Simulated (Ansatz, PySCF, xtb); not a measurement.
Gas-phase reaction R1 + R2 → 2 P1, each structure at its B3LYP-D3(BJ)/def2-TZVP stationary point, reached from a drawn start (curvature not checked).
R1, H2 (SMILES [H][H]) (charge 0, multiplicity 1):
```xyz
2

H      0.000     0.000     0.372
H      0.000     0.000    -0.372
```
P1: SiH4 (SMILES [SiH4]), charge 0, multiplicity 1.
R2: Si2H6 (SMILES [SiH3][SiH3]), charge 0, multiplicity 1.

| level | reaction energy (kJ/mol) | minus CCSD(T)/CBS(cc-pV(T+d)Z, cc-pV(Q+d)Z) |
|---|---|---|
| GFN1-xTB | -143.5 | -125.0 |
| SVWN5/def2-TZVPP | -7.9 | 10.6 |
| PBE-D3(BJ)/def2-TZVPP | -5.1 | 13.4 |
| PBE-D4/def2-TZVPP | -4.6 | 13.9 |
| revPBE-D4/def2-TZVPP | -3.1 | 15.5 |
| r2SCAN-D4/def2-TZVPP | -12.3 | 6.2 |
| B3LYP/def2-TZVPP | -27.6 | -9.1 |
| B3LYP-D4/def2-TZVPP | -20.2 | -1.7 |
| BHLYP-D3(BJ)/def2-TZVPP | -26.8 | -8.3 |
| MP2/cc-pV(Q+d)Z | -21.0 | -2.5 |
| SCS-MP2/cc-pV(T+d)Z | -28.7 | -10.2 |
| CCSD/cc-pV(T+d)Z | -26.0 | -7.5 |
| CCSD(T)/cc-pV(Q+d)Z | -20.2 | -1.7 |
| CCSD(T)/CBS(cc-pV(T+d)Z, cc-pV(Q+d)Z) | -18.5 | 0.0 |

 The comparison column counts from a level with limits of its own.

P less R. No zero-point or thermal terms.

Cores are frozen in the correlated methods. CBS(a, b) extrapolates the correlation energy as X⁻³ and adds the Hartree–Fock energy of set b.

The values were computed with Ansatz (Gaussian orbitals); PySCF for the D3/D4 terms; xtb for the GFN methods. All values are computed, each at the level named.

Ansatz is an electronic-structure program.
